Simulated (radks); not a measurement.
Results of a calculation; reference values are marked as such.
Removal energies from the neodymium ion Nd9+, [Kr] 4d10 5s2 5p3, by Delta-SCF beside the eigenvalue of the level emptied. Level of theory: scalar-relativistic Kohn-Sham, PBE, spin-polarised, spherical densities, finite nucleus; Fermi nuclear charge, rms radius of each element as measured or else 0.836 A^(1/3) + 0.57 fm (a radial shooting solver on a logarithmic mesh with Libxc functionals). Open shells are filled with parallel spins first.

| removed from | final configuration | Delta-SCF (eV) | -eigenvalue (eV) |
|---|---|---|---|
| 5p | [Kr] 4d10 5s2 5p2 | 150.74 | 142.94 |
| 5s | [Kr] 4d10 5s1 5p3 | 171.59 | 163.43 |
| 4d | [Kr] 4d9 5s2 5p3 | 283.71 | 269.49 |
| 4p | [Ar] 3d10 4s2 4p5 4d10 5s2 5p3 | 396.05 | 381.20 |
